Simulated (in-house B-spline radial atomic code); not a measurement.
RPA and G0W0 on LDA exchange-only: neutral zinc

Configuration [Ar] 3d10 4s2, mean-field start LDA exchange-only. Computed with an all-electron radial atomic-structure program (B-spline basis): all electrons, scalar-relativistic (spin-free one-electron X2C), finite nucleus, each spin shell either full or empty, empty states to l = 9 with an (l + 1/2)⁻⁴ tail; G0W0 by contour deformation at full frequency.

Command:
```bash
python run_gw.py task.json out
```
Settings (radii: box in bohr, nucleus in fm):
```
Z                        30
electrons                30
configuration            [Ar] 3d10 4s2
hamiltonian              x2c
method                   lda,
lmax                     9
rms_radius               3.9283
spin_polarised           False
box_radius               40
intervals                73
ion_configuration        [Ar] 3d10 4s1
```

Cost of the run: 8.6 s on 1 thread of Arm Neoverse V1 (shared host).

Energies (hartree):

```tsv
term	value
mean-field total	-1790.32675
Hartree-Fock functional on these orbitals	-1794.24978
direct second order	-2.9881
second-order exchange	0.84258
SOSEX correction	0.723
```

**Question.** What is the RPA correlation energy, and what remains with SOSEX?

**Answer.** RPA gives -2.3301 hartree (-2.11 eV per electron); RPA + SOSEX gives -1.6071, and the second-order doubles -2.1455 hartree (no singles). SOSEX takes back 31 % of the RPA value.

Quasi-particle levels (eV):

```json
{"level": "4s", "occupied": "yes", "mean field": "-5.189", "Σx - vxc": "-3.26", "Σc": "?", "QP weight": "?", "G0W0": "?"}
```

G0W0 = mean field + (Σx - vxc) + Σc, with Σc (partial-wave tail included) taken at the quasi-particle energy. Only the outer levels were computed. Levels of low weight are left out.

**Question.** Where does G0W0 put 4s?

**Answer.** At -9.267 eV, with Σc = -0.82 eV and a quasi-particle weight of 0.706. The tabulated removal energy is 9.394 eV (NIST, measured); the calculation leaves out spin-orbit coupling, Breit and QED terms, and what these don't explain is the method's own error.

**Question.** What does it cost to remove one electron (to [Ar] 3d10 4s1) by differences of total energies, each species on its own start (correlation terms add to the Hartree-Fock functional)?

**Answer.** LDA exchange-only 8.663 eV, Hartree-Fock functional 7.543 eV, + RPA 9.737 eV, + RPA + SOSEX 9.228 eV, + second order 11.026 eV. Tabulated: 9.394 eV (NIST, measured); the calculation leaves out spin-orbit coupling, Breit and QED terms, and what these don't explain is the method's own error.
